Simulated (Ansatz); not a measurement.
Cl2H2Si (SMILES Cl[SiH2]Cl), charge 0, multiplicity 1, relaxed at each level with Ansatz (a first-principles code); harmonic frequencies from differences of analytic forces, average atomic masses, frozen cores.

| level | Cl1–Si2 (Å) | Si2–Cl3 (Å) | Si2–H4 (Å) | Si2–H5 (Å) | Cl1–Si2–Cl3 (°) | Cl1–Si2–H4 (°) | Cl1–Si2–H5 (°) | dipole (D) |
|---|---|---|---|---|---|---|---|---|
| HF/def2-TZVPP | 2.0437 | 2.0437 | 1.4603 | 1.4603 | 110.1 | 108.6 | 108.6 | 1.38 |
| PBE/def2-TZVPP | 2.0567 | 2.0567 | 1.4852 | 1.4852 | 110.5 | 108.4 | 108.4 | 1.09 |
| r2SCAN/def2-TZVPP | 2.0432 | 2.0432 | 1.4738 | 1.4738 | 110.3 | 108.5 | 108.5 | 1.11 |
| B3LYP/def2-TZVPP | 2.0538 | 2.0538 | 1.4697 | 1.4697 | 110.4 | 108.4 | 108.4 | 1.20 |
| PBE0/def2-TZVPP | 2.0408 | 2.0408 | 1.4749 | 1.4749 | 110.2 | 108.5 | 108.5 | 1.15 |
| wB97X-V/def2-TZVPP | 2.0405 | 2.0405 | 1.4721 | 1.4721 | 109.9 | 108.6 | 108.6 | 1.21 |
| MP2/cc-pV(T+d)Z | 2.0412 | 2.0412 | 1.4643 | 1.4643 | 110.1 | 108.6 | 108.6 | 1.16 |
| CCSD(T)/cc-pV(D+d)Z | 2.0582 | 2.0582 | 1.4734 | 1.4734 | 110.6 | 108.5 | 108.5 | 1.23 |
| CCSD(T)/cc-pV(T+d)Z | 2.0473 | 2.0473 | 1.4686 | 1.4686 | 110.3 | 108.5 | 108.5 | 1.15 |
